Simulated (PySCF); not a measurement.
**Stretching BeB⁺**

Set-up: basis Be def2-TZVP, B def2-TZVP; no relativity; PySCF 2.14. Energies in eV from Be + B⁺ in their ground configurations at the same level. State: ¹Σ⁺ (singlet), closed shell.

```tsv
R (Å)	r²SCAN
1.911	-1.998
2.000	-2.163
2.089	-2.258
2.155	-2.293
2.222	-2.305
2.289	-2.299
2.377	-2.269
2.489	-2.206
2.622	-2.108
2.800	-1.959
```

Put a parabola through the three lowest points of the r²SCAN curve and estimate Re, k and ωe (reduced mass 4.956 u; 1 eV/Å² = 0.16022 mdyn/Å; ωe = 1302.8·√(k/μ) cm⁻¹).

Through R = 2.155, 2.222, 2.289 Å the second-order coefficient is 2.00 eV/Å², so Re ≈ 2.233 Å, k ≈ 0.642 mdyn/Å and ωe ≈ 469 cm⁻¹. A polynomial fit of higher order to the unrounded r²SCAN energies gives Re = 2.230 Å, k = 0.639 mdyn/Å, ωe = 468 cm⁻¹; anharmonicity and rounding make the difference.

The higher-order fit for each curve: r²SCAN: Re = 2.230 Å, ωe = 468 cm⁻¹, De = 2.31 eV.

For an ion De counts to the pair picked by the measured ionisation energies or electron affinities, which need not be the lowest pair at this level.
